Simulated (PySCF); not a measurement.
C2HF6P3.
Structure used (GFN2-xTB), in Å, numbered top down from 1:
```
atom  x, y, z in Å
F1    -1.9250    0.8229   -0.4874
C2    -1.6883   -0.4869   -0.3699
F3    -1.0779   -0.8966   -1.4825
F4    -2.8791   -1.0948   -0.3313
P5    -0.7772   -0.9689    1.2300
P6     0.0273    0.9860    1.7689
P7     1.3666   -0.5283    0.9478
C8     1.5893    0.2460   -0.7728
F9     1.6458   -0.6771   -1.7298
F10    0.6710    1.1528   -1.1217
F11    2.7684    0.8812   -0.7636
H12    0.2804    0.5631    3.0864
```

Probes without a nucleus sit at each ring's centroid and 1 Å off its mean plane on both sides; NICS is minus the shielding there, NICSzz its component along the normal. Level: GIAO PBE0/pcSseg-1 (PySCF, non-relativistic, gas phase) on the GFN2-xTB geometry, one conformer.

Ring bond lengths (Å), with Mayer bond orders in brackets: P5–P6 2.182 (0.98), P6–P7 2.182 (0.98), P7–P5 2.207 (0.91).

Problem. What do the NICS probes read (ppm)?

Solution. 
```csv
ring,type,NICS(0),"NICS(1), two faces","NICS(1)zz, two faces",rms pucker (Å),"centre to ring atoms, mean (Å)"
P5–P6–P7,3-membered ring with 3 P; bonds drawn aromatic by RDKit's count,-33.1,-11.7 / -12.6,-23.8 / -28.4,0.00,1.26
```

Problem. What do they say, and how far can they be read as aromaticity?

Solution. 
- P5–P6–P7: mean NICS(1)zz -26.1 ppm, shielded. A hydrogen on P6, outside the ring, lies 1.37 Å from a NICS(1) probe. The two faces differ by 4.6 ppm, so no symmetry operation interchanges them. NICS(0) lies 21 ppm below the mean NICS(1).

Problem. Give the inner angles of the rings and the Hirshfeld charges of the ring atoms.

Solution. 
- P5–P6–P7: P5 59.6° (+0.042 e), P6 60.8° (+0.047 e), P7 59.6° (+0.043 e); sum 180.0° against 180° for a flat convex ring.

Problem. What are the shieldings of the ring atoms and their hydrogens in the same run (means over atoms taken as equivalent)?

Solution. 
```
  atoms             environment  σ isotropic (ppm)  principal values of the symmetric part, first atom (ppm)
P5 (×2)         ring phosphorus              498.7                                       278.5, 351.2, 857.6
     P6         ring phosphorus              575.5                                       438.5, 541.2, 746.6
    H12  hydrogen on phosphorus              30.67                                          23.1, 23.7, 45.3
```

The run took 42 s on one thread of an Arm Neoverse V1, on a shared host, and the process peaked at 0.94 GiB of memory. This is the whole shielding run at PBE0/pcSseg-1, SCF included.
